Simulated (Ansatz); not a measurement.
Consider the atomization: `N[BH][GeH]([OH])[F]` → B• + F• + Ge• + 5 H• + N• + O•.

Program: Ansatz. Geometries: PBE0-D4/def2-TZVP. ΔE: electronic, gas phase. CCSD(T)/CBS is the MP2 limit (def2-TZVPP, def2-QZVPP) plus CCSD(T) − MP2 in def2-TZVPP, frozen cores. This one scheme is used for every species, atoms too. DFT in def2-TZVPP. B3LYP here is the variant with VWN-RPA as its local correlation; programs differ in this. No spin–orbit coupling; open shells (•) take unrestricted orbitals. Spin–orbit coupling would lower the free atoms: a little for B, F, O; clearly for Ge. For Ge outer-core shells are correlated without core-valence functions, so the limit isn't a true one: a few kJ/mol of doubt a bond, and 10 to 20 or more in all where bonds break to atoms. Scalar relativity is left out up to krypton. Each species was taken in one conformer, which may not be the lowest.

```csv
level,ΔE (eV),difference from CCSD(T)/CBS
PBE-D4,37.73,0.63
r2SCAN-D4,37.10,0.00
ωB97X-V,37.20,0.10
ωB97M-V,37.07,-0.03
B2PLYP,36.69,-0.41
PBE,37.55,0.45
B3LYP,36.68,-0.42
MP2/def2-TZVPP,36.92,-0.18
SCS-MP2/def2-QZVPP,37.37,0.27
CCSD/CBS(def2),36.50,-0.60
CCSD(T)/CBS,37.10,0
```

Largest T1 diagnostic among the species: 0.014.

In def2-TZVPP, CCSD(T) changes the Hartree–Fock value by +10.09 eV (the triples alone add +0.61 eV) and MP2 by +10.91 eV; breaking electron pairs costs correlation energy, which Hartree–Fock lacks. The D4 term adds +0.30 eV with B3LYP and +0.15 eV with PBE0; it sums over pairs of atoms, weighted by their polarisabilities, and B3LYP, whose exchange is more repulsive, gets the larger term.

For atomizations the MP2-based limit and the directly extrapolated one differ by several kJ/mol either way, and by 10 to 25 for some Ge, Se and Sn compounds, so smaller differences from it don't rank the levels.
